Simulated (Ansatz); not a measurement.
`[NH2][GeH2][S]CF`. The species carries charge 0 and has multiplicity 1. Correlated methods include outer-core shells of Ge, which these sets cover unevenly. Scalar relativity is left out up to krypton.

Z-matrix (Å, degrees):
```
Ge
S 1 2.244
N 1 1.829 2 115.5
H 1 1.537 2 105.9 3 118.8
H 1 1.532 2 105.7 3 -119.5
C 2 1.795 1 97.8 3 -76.1
H 3 1.011 1 113.6 2 -66.1
H 3 1.012 1 112.8 2 57.2
F 6 1.382 2 112.6 1 67.4
H 6 1.092 2 111.0 1 -53.1
H 6 1.092 2 107.2 1 -173.6
```

Task: Give the diagnostics of a CCSD(T)/def2-TZVPP run (frozen core, the Gaussian-basis code of Ansatz). (Estimate.)

Result: Ansatz gave: T1 = 0.0116, largest single amplitude 0.015, largest double 0.022, (T) share of the correlation energy 3.7 %, 9 CCSD cycles. The RHF solution is stable towards an unrestricted one. T1 lies under the customary mark of 0.02 for closed shells.
